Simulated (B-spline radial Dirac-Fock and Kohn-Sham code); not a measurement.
## Ru⁴⁺: non-radiative channels of the N1 vacancy

System: the Ru⁴⁺ ion, configuration [Kr] 4d4, inside a Watson sphere of charge -4 and radius 1.8 Å (a model of the Madelung potential; inside it an electron's potential energy is raised by 32.0 eV).

The run's input, task.json:

```json
{"items": [{
  "Z": 44,
  "q": 4,
  "cfg": [[1, 0, 2], [2, 0, 2], [2, 1, 6], [3, 0, 2], [3, 1, 6], [3, 2, 10], [4, 0, 2], [4, 1, 6], [4, 2, 4]],
  "A": 102,
  "rrms": 4.4809,
  "watson": [-4, 1.8],
  "do": ["binding", "quiet", "decay"],
  "holes": ["K", "L1", "L2", "L3", "M1", "M2", "M3", "M4", "M5", "N1", "N2", "N3"]
}]}
```

Launch: `python xray_run.py task.json out`

Method: independent-particle radiative and Coulomb Auger rates from relativistic LDA hole-state orbitals, with Dirac-Fock energies. Computed with a radial atomic solver. Kinetic energies are configuration averages from the vacuum level; the two-hole energies are estimated from single-hole states.

```csv
transition,kinetic energy (eV),width (meV),share (%)
N1-N4N4,41.66,4.53,2.4
N1-N4N5,42.11,141,75.2
N1-N5N5,42.56,41.9,22.4
```

Coster-Kronig rates are the weakest part of this model and often come out 1.5 to 2.5 times too large. The listed channels hold 100 % of the non-radiative rate. Summed by principal shells, of 0.187 eV in all: NNN 100.0 %.
